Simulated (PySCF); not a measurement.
Structure problem from calculated spectra and properties.

Formula: C4H4O2S.

| Property | Result |
| --- | --- |
| Rotational structure | rotational constants A, B, C: 4.352, 2.248, 2.069 GHz [GFN2-xTB] |
| Dipole | 5.33 D [CAM-B3LYP/def2-SVPD] |
| 13C NMR | chemical shifts (computed TMS as zero) by class: 143.1 (2 C), 133.5 (2 C) ppm [GIAO PBE0/pcSseg-1] |
| Polarisability | 66.7 au [CAM-B3LYP/def2-SVPD] |
| NMR, other nuclei | isotropic shieldings of nuclei other than C and H, by class: 159 (2 O), 162 (1 S) ppm [GIAO PBE0/pcSseg-1] |
| UV, first state | lowest singlet excitation: 4.43 eV (280 nm, f = 0.028) [TDDFT CAM-B3LYP/def2-SVPD] |
| UV, strongest line | among the 8 lowest singlet transitions: S3 at 5.77 eV (215 nm, f = 0.062) [TDDFT CAM-B3LYP/def2-SVPD] |

Electronic properties: PySCF, gas phase, density fitting. Levels stand in brackets. Geometry: GFN2-xTB; no solvent, vibrations or thermal averaging. Each NMR value is the plain mean over a class of atoms that symmetry, rotation or inversion makes alike.

Task: Give a SMILES that accounts for the data.

Result: Numbering: `[O:1]=[S:2]1(=[O:3])[CH:4]=[CH:5][CH:6]=[CH:7]1`. 4 carbons fall into 2 classes; from least to most shielded: alkene CH carbon [C4/C7] (143.1 ppm, 2 C), alkene CH carbon [C5/C6] (133.5 ppm, 2 C). The other shieldings belong to: 159 ppm, sulfonyl oxygen [O1/O3]; 162 ppm, sulfonyl sulfur [S2]. S1 is mainly HOMO→LUMO (weight 0.98); the largest Löwdin shares of the orbital it empties are 0.24 on each of 2 atoms of one kind (alkene CH carbon) and 0.17 on each of 2 atoms of one kind (alkene CH carbon), of the orbital it fills 0.19 on each of 4 atoms of one kind (alkene CH carbon). The optimised geometry has point group C2v and is an asymmetric top. Structure: `O=S1(=O)C=CC=C1`. Computed isomers that give other values at the same levels: `OCC1=COC1=S` (13C chemical shifts (computed TMS as zero) by class: 221.6 (1 C), 180.2 (1 C), 132.4 (1 C), 60.6 (1 C) ppm). The assignments are read from this structure; whether some other isomer fits the data as well wasn't checked.
